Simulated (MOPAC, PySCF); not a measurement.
Breaking a bond: SMILES S=C (CH2S). The C1–S4 bond (C1 also carries H, H; S4 carries nothing else) is stretched with both fragments frozen at the PBE0/def2-TZVP optimised geometry.

Levels of theory: RKS-TPSSh = restricted TPSSh/6-31G run with PySCF; RHF/6-31G (PySCF); UKS-r2SCAN = unrestricted r2SCAN/6-31G (PySCF); UHF/3-21G = PySCF with unrestricted Hartree-Fock/3-21G; PM7, restricted, heats of formation (MOPAC).

Energies are in eV, each relative to the lowest point of its own curve near equilibrium.

```tsv
R / Å	RKS-TPSSh	RHF	UKS-r2SCAN	UHF/3-21G	PM7
1.21	9.069	8.991	9.092	8.992	4.648
1.29	5.213	5.085	5.219	5.108	2.507
1.36	2.992	2.849	2.990	2.903	1.283
1.45	1.243	1.113	1.237	1.213	0.380
1.49	0.760	0.647	0.754	0.766	0.165
1.56	0.235	0.163	0.230	0.281	0.000
1.60	0.079	0.038	0.077	0.124	0.002
1.65	0.000	0.000	0.000	0.020	0.083
1.71	0.036	0.091	0.040	0.000	0.272
1.74	0.097	0.180	0.103	0.023	0.397
1.86	0.534	0.733	0.548	0.263	1.046
1.96	1.045	1.328	1.039	0.571	1.710
2.16	2.209	2.544	2.054	1.235	3.166
2.43	3.724	3.750	3.274	—	4.781
2.66	4.811	4.399	4.019	—	5.557
2.85	5.543	4.777	4.399	—	5.948
3.17	6.450	5.200	4.741	—	6.297
3.52	7.052	5.464	4.909	—	6.448
3.93	7.401	5.630	4.991	—	6.513
4.27	7.548	5.707	5.021	—	6.538
4.85	7.684	5.775	5.040	—	6.565
5.65	7.759	5.812	5.045	—	6.584
```

At the longest distance, 5.65 Å, RKS-TPSSh lies highest above its minimum (7.759 eV) and UKS-r2SCAN lowest (5.045 eV).

A dash means that the run gave no value there, or that the column was ended at a point which the program doubted or which failed a test of continuity chosen for this set; such a test can also cut sound points.

At the longest distance RKS-TPSSh leaves fractional charges on the fragments, a sign of delocalisation error or of the restricted form. The restricted form behind RKS-TPSSh, RHF, PM7 keeps the bonding electrons paired and can't separate into open-shell fragments. The unrestricted determinant behind UKS-r2SCAN is spin-contaminated at 1.96 to 5.65 Å (<S²> up to 2.0, against 0.00 for a pure singlet). The unrestricted solution behind UHF/3-21G changes between 4.85 and 5.65 Å, which can leave a kink. The unrestricted determinant behind UHF/3-21G is spin-contaminated at 1.56 to 4.85 Å (<S²> up to 1.8, against 0.00 for a pure singlet).
